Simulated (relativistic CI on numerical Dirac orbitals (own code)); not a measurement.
**Sensitivity of the levels of Os¹¹⁺ to α and to the nuclear radius**

Calculated at this level of theory: Dirac-Coulomb-Breit CI, orbitals from a KLI potential per configuration, derivatives by finite differences, unscaled Slater integrals, QED left out (own radial code, finite nucleus).

Configuration list (outside the closed core [Kr] 4d10): 4f14 5s2 5p3, 4f13 5s2 5p4, 4f14 5s 5p4, 4f14 5s2 5p2 5d, 4f14 5p5, 4f13 5p6, 4f14 5s2 5p 5d2, 4f14 5s2 5d3. Double excitations out of closed p, d and f shells are left out; levels of such configurations are missing from the list, as are those of other unlisted configurations, and high levels can miss mixing partners.

With x = (α/α₀)² − 1 an excitation energy changes as ω = ω₀ + qx; K = 2q/ω₀ is the relative enhancement. Terms are leading LS components, so labels can repeat. The field-shift factor is F = δν/δ⟨r²⟩ for the transition from the lowest level.

Lowest level 4f14 5s2 5p3 2P°_3/2.

| Level | ω₀ (cm⁻¹) | q (cm⁻¹) | F (GHz/fm²) |
| --- | --- | --- | --- |
| 4f14 5s2 5p3 4S°_3/2 | 104746 | 145100 | -22.3 |
| 4f14 5s2 5p3 2D°_5/2 | 121720 | 137200 | -20.3 |
| 4f14 5s2 5p3 2P°_1/2 | 140293 | 148600 | -26.7 |
| 4f13 5s2 5p4 4G°_11/2 | 173082 | -114900 | 33.5 |
| 4f13 5s2 5p4 2G°_9/2 | 174317 | -117100 | 33.9 |
| 4f13 5s2 5p4 2D°_3/2 | 176868 | -110400 | 32.7 |
| 4f13 5s2 5p4 2F°_7/2 | 177209 | -114700 | 33.3 |
| 4f13 5s2 5p4 2D°_5/2 | 184698 | -102300 | 31.2 |
| 4f13 5s2 5p4 2F°_5/2 | 195184 | -95760 | 34.4 |
| 4f13 5s2 5p4 4D°_3/2 | 197850 | -93790 | 34.6 |
| 4f13 5s2 5p4 4D°_1/2 | 198435 | -88850 | 33.5 |
| 4f13 5s2 5p4 2G°_9/2 | 201301 | -94360 | 34.7 |
| 4f13 5s2 5p4 2F°_7/2 | 202848 | -101100 | 33.8 |
| 4f13 5s2 5p4 4F°_7/2 | 209444 | -106000 | 31 |
| 4f13 5s2 5p4 2F°_5/2 | 232488 | -89680 | 30.9 |
| 4f14 5s2 5p3 2P°_3/2 | 247519 | 296700 | -51.1 |
| 4f13 5s2 5p4 4D°_7/2 | 293689 | 42360 | 7.51 |
| 4f13 5s2 5p4 4G°_9/2 | 297389 | 41400 | 7.7 |
| 4f13 5s2 5p4 2D°_5/2 | 302435 | 40470 | 8.08 |
| 4f13 5s2 5p4 2F°_7/2 | 308616 | 44810 | 7.72 |
| 4f13 5s2 5p4 2G°_9/2 | 310335 | 42720 | 7.72 |
| 4f13 5s2 5p4 4G°_5/2 | 313128 | 60860 | 8.68 |
| 4f13 5s2 5p4 4G°_7/2 | 318300 | 58840 | 8.78 |

At this charge transitions that keep the count of f electrons are usually good to a few per cent. Levels and lines within the n = 5 or 6 shells can be off by up to 10 % or somewhat more, and those that change n by about 2 %, since core polarisation is missing. Levels that differ in their count of f electrons can be misplaced by several ten thousand cm⁻¹, since the correlation energy of f electrons is missing or only estimated; rates across such gaps can be off by orders of magnitude.

Problem. Which transition from the lowest level has the largest |K|?

Solution. 4f14 5s2 5p3 4S°_3/2 at 104746 cm⁻¹, K = 2.77.
